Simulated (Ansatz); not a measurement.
`[SiH3][GeH2][SiH3]` + PH₃ → `[SiH3]P` + `[SiH3][GeH3]`  (cleavage of the Si–Ge bond)

Gas-phase electronic energies from Ansatz, PBE0-D4/def2-TZVP geometries. CBS: MP2 limit from def2 TZ/QZ plus the TZ coupled-cluster correction, frozen cores. This one scheme is used for every species. Functionals use def2-TZVPP. B3LYP here is the variant with VWN-RPA as its local correlation; programs differ in this. For Ge outer-core shells are correlated without core-valence functions, which leaves a few kJ/mol of doubt a bond. Scalar relativity is left out up to krypton.

`[SiH3][GeH2][SiH3]`:

Z-matrix (Å, degrees):
```
Si
Ge 1 2.379
H 1 1.487 2 109.7
H 1 1.487 2 109.7 3 119.3
H 1 1.487 2 111.0 3 -120.4
Si 2 2.379 1 111.0 3 -60.0
H 2 1.541 1 109.6 3 178.9
H 2 1.541 1 109.6 3 61.1
H 6 1.487 2 109.7 1 59.5
H 6 1.487 2 111.0 1 179.8
H 6 1.487 2 109.7 1 -59.8
```

PH₃:

Cartesian coordinates in Å:
```
P -0.572 0.017 -0.097
H 0.117 1.007 0.653
H 0.390 0.029 -1.141
H 0.066 -1.053 0.584
```

`[SiH3]P`:

Cartesian coordinates in Å:
```
Si -0.692 0.405 -0.167
P 1.233 -0.738 -0.437
H -1.782 -0.372 -0.812
H -0.553 1.710 -0.864
H -1.051 0.653 1.254
H 0.896 -1.720 0.533
H 1.949 0.062 0.494
```

`[SiH3][GeH3]`:

```xyz
8

Si    0.690   -0.163    0.968
Ge   -0.677    0.160   -0.950
H     0.012    0.379    2.176
H     1.990    0.537    0.794
H     0.949   -1.612    1.173
H    -2.022   -0.567   -0.784
H     0.018   -0.390   -2.207
H    -0.960    1.656   -1.169
```

| level | ΔE (kJ/mol) |
| --- | --- |
| revPBE-D4 | 2.0 |
| PBE0-D4 | 3.1 |
| r2SCAN | 1.2 |
| B3LYP | 2.1 |
| HF/def2-TZVPP | -1.0 |
| MP2/def2-TZVPP | 3.3 |
| MP2/def2-QZVPP | 2.6 |
| SCS-MP2/def2-QZVPP | 1.7 |

**Question.** What does CCSD(T)/CBS give? (Estimate.)

**Answer.** Computed: +4.0 kJ/mol. The listed levels differ from it by -2.0, -0.9, -2.8, -1.9, -5.0, -0.7, -1.4, -2.3 kJ/mol.

Largest T1 diagnostic among the species: 0.013.

Leaving LDA and LC-ωPBE aside and taking each functional with its dispersion term where it has one, the values, not all of them listed here, spread over 9.6 kJ/mol, from B97M-V to BLYP-D4. In def2-TZVPP, CCSD(T) changes the Hartree–Fock value by +5.7 kJ/mol (the triples alone add +0.0 kJ/mol) and MP2 by +4.3 kJ/mol.
